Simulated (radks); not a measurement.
Effect of the nuclear size on neutral iridium, [Xe] 4f14 5d7 6s2. Method: Dirac Kohn-Sham, exchange-only LDA, spin-unpolarised, spherical densities, finite nucleus; open shells are shared between the two j in proportion to 2j + 1; Fermi nuclear charge, rms radius 5.4032 fm; computed with a radial shooting solver on a logarithmic mesh with Libxc functionals. The rms radius is varied about that value; shifts are against it.

rms radius (fm) = 4.436: total energy shift (eV) -26.2; density at nucleus (e/bohr^3) 1.954e+06; 1s1/2 shift (meV) -10500; 2s1/2 shift (meV) -1530; 4p1/2 shift (meV) -0.612; 5s1/2 shift (meV) -15.6; 5p1/2 shift (meV) 0.677; 6s1/2 shift (meV) -1.03; 6p1/2 (empty) shift (meV) 0.308
rms radius (fm) = 5.1222: total energy shift (eV) -7.93; density at nucleus (e/bohr^3) 1.85e+06; 1s1/2 shift (meV) -3190; 2s1/2 shift (meV) -463; 4p1/2 shift (meV) -0.188; 5s1/2 shift (meV) -4.74; 5p1/2 shift (meV) 0.205; 6s1/2 shift (meV) -0.313; 6p1/2 (empty) shift (meV) 0.093
rms radius (fm) = 5.4032: total energy shift (eV) 0; density at nucleus (e/bohr^3) 1.813e+06; 1s1/2 shift (meV) 0.000; 2s1/2 shift (meV) 0.000; 4p1/2 shift (meV) 0.000; 5s1/2 shift (meV) 0.000; 5p1/2 shift (meV) 0.000; 6s1/2 shift (meV) 0.000; 6p1/2 (empty) shift (meV) 0.000
rms radius (fm) = 5.8138: total energy shift (eV) 12.1; density at nucleus (e/bohr^3) 1.764e+06; 1s1/2 shift (meV) 4860; 2s1/2 shift (meV) 703; 4p1/2 shift (meV) 0.289; 5s1/2 shift (meV) 7.21; 5p1/2 shift (meV) -0.311; 6s1/2 shift (meV) 0.476; 6p1/2 (empty) shift (meV) -0.142
rms radius (fm) = 6.4244: total energy shift (eV) 31.0; density at nucleus (e/bohr^3) 1.698e+06; 1s1/2 shift (meV) 12500; 2s1/2 shift (meV) 1810; 4p1/2 shift (meV) 0.752; 5s1/2 shift (meV) 18.5; 5p1/2 shift (meV) -0.798; 6s1/2 shift (meV) 1.22; 6p1/2 (empty) shift (meV) -0.365

Slopes of the eigenvalues against <r^2> in GHz/fm^2, as finite differences over the two radii next to the reference (eigenvalue slopes, not the field-shift constants of lines): 1s1/2 257000, 2s1/2 37300, 4p1/2 15.3, 5s1/2 382, 5p1/2 -16.5, 6s1/2 25.2, 6p1/2 (empty) -7.53.
